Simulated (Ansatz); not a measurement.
(LiF)4 cube (Li₄F₄), relaxed as a singlet with RKS PBE-D4/def2-SVP in Ansatz, starting from the GFN2-xTB geometry. Force threshold 0.02 eV/Å.

Start:

Cartesian coordinates in Å:
```
F 0.8731 -0.6537 -1.2268
F -0.2642 1.5912 -0.3008
F 0.8304 -0.1599 1.4074
F -1.4400 -0.7785 0.1211
Li 1.3032 0.7053 -0.1117
Li -0.7522 0.1474 -1.2743
Li -0.7904 0.5892 1.1147
Li 0.2401 -1.4410 0.2704
```

```tsv
step	energy (eV)	largest force component (eV/Å)	SCF passes
1	-11678.3096	0.223	21
2	-11678.3161	0.101	24
3	-11678.3193	0.011	25
```

Force components are those of the run's own axes.

End:

```csv
atom,x (Å),y (Å),z (Å)
F1,0.883,-0.659,-1.243
F2,-0.267,1.611,-0.304
F3,0.840,-0.163,1.424
F4,-1.457,-0.789,0.124
Li5,1.309,0.709,-0.111
Li6,-0.755,0.146,-1.279
Li7,-0.793,0.592,1.117
Li8,0.240,-1.448,0.273
```

By distances, no bond broke or formed. The bond that changes most is F1–Li8, from 1.81 to 1.83 Å (atoms count from 1).

No frequencies were taken in this run, so the end may be a saddle point.

It took 3.7 s on 2 threads of Intel Xeon 6975P-C on a shared host.
